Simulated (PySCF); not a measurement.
F3Re, SMILES [F][Re]([F])[F] (connectivity only; charge and spin as stated), neutral, multiplicity 5.

Geometry: B3LYP-D3(BJ)/def2-TZVP. The multiplicity is an assumed one; other spin states were not compared. The def2 effective core potentials stand for the cores of Re; spin–orbit coupling is left out.

The numbers are results of TDA-PBE/def2-SVPD in PySCF, not measurements.

Vertical excitations. The molecule is in vacuum.

Computed lowest excited states:
```tsv
state	energy (eV)	λ (nm)	f	main pairs
root 1	1.97	628	0.003	α HOMO→LUMO 100 %
root 2	2.49	499	0.000	α HOMO−1→LUMO 100 %
root 3	3.28	378	0.002	α HOMO−2→LUMO 99 %
root 4	4.15	299	0.004	α HOMO−3→LUMO 100 %
root 5	4.34	286	0.000	β HOMO→LUMO 100 %
root 6	4.54	273	0.017	α HOMO→LUMO+2 99 %
root 7	4.57	271	0.001	α HOMO→LUMO+1 98 %
root 8	4.92	252	0.001	α HOMO−1→LUMO+1 97 %
root 9	4.97	249	0.000	β HOMO→LUMO+1 98 %
root 10	5.00	248	0.005	α HOMO−1→LUMO+2 97 %
```
Unrestricted roots are not spin-pure.
